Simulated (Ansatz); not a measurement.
Reaction (redistribution): `F[SiH](Br)N[SiH3]` + `CO[CH2][AlH][CH3]` → `CO[CH2][AlH][SiH3]` + `CN[SiH](F)Br`

Isolated molecules relaxed with PBE0-D4/def2-TZVP in Ansatz; ΔE leaves out vibrations. CBS: MP2 limit from def2 TZ/QZ plus the TZ coupled-cluster correction, frozen cores. Functionals use def2-TZVPP. B3LYP here is the variant with VWN-RPA as its local correlation; programs differ in this. For Br outer-core shells are correlated without core-valence functions, which leaves a few kJ/mol of doubt a bond. Scalar relativity is left out up to krypton. One conformer a species, not always the lowest.

```csv
level,ΔE (kJ/mol)
r2SCAN-D4,124.6
ωB97M-V,133.1
B2PLYP,130.4
B3LYP,123.7
CCSD/def2-TZVPP,127.3
HF/def2-QZVPP,135.6
SCS-MP2/def2-QZVPP,138.3
HF/CBS(def2),135.8
```

Problem. What does CCSD(T)/CBS give? (An estimate is asked.)

Solution. Ansatz gave: +129.0 kJ/mol. The listed levels differ from it by -4.4, 4.1, 1.4, -5.3, -1.7, 6.6, 9.3, 6.8 kJ/mol.

Largest T1 diagnostic among the species: 0.012.

From PBE to PBE0 (25 % exact exchange), in def2-TZVPP and without D4, ΔE moves by +6.4 kJ/mol.
